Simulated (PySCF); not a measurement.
**Energy of Sc⁺ (scandium, charge +1) between two integer charges**

The 4s alpha orbital of [Ar] 3d1 4s1 is emptied in steps (occupation f), with all orbitals relaxed, ending at [Ar] 3d1. Calculation: PySCF 2.14, in jorge-DZP-DKH (8s6p2d1f, 43 functions); scalar relativity by spin-free X2C-1e. The exact energy is a straight line in f; departures are measured from the line between the end points of the same method.

| f | UHF (eV) |
| --- | --- |
| 1 | 0.000 |
| 0.9 | 0.006 |
| 0.7 | 0.015 |
| 0.5 | 0.017 |
| 0.3 | 0.014 |
| 0.1 | 0.006 |
| 0 | 0.000 |

Problem. For UHF, how does the orbital energy at f = 1 compare with the removal energy?

Solution. −ε = 12.271 eV against a total-energy difference of 12.199 eV. By Janak's theorem ε = ∂E/∂f, so the gap between them reflects the curvature. Along the path −ε is 12.255 (f = 0.9), 12.226 (f = 0.7), 12.198 (f = 0.5), 12.171 (f = 0.3), 12.147 (f = 0.1) eV.

Reference removal energy between the ground levels: 12.800 eV (measured; NIST Atomic Spectra Database, ionization energies). The calculation has no spin-orbit coupling. UHF lacks correlation.
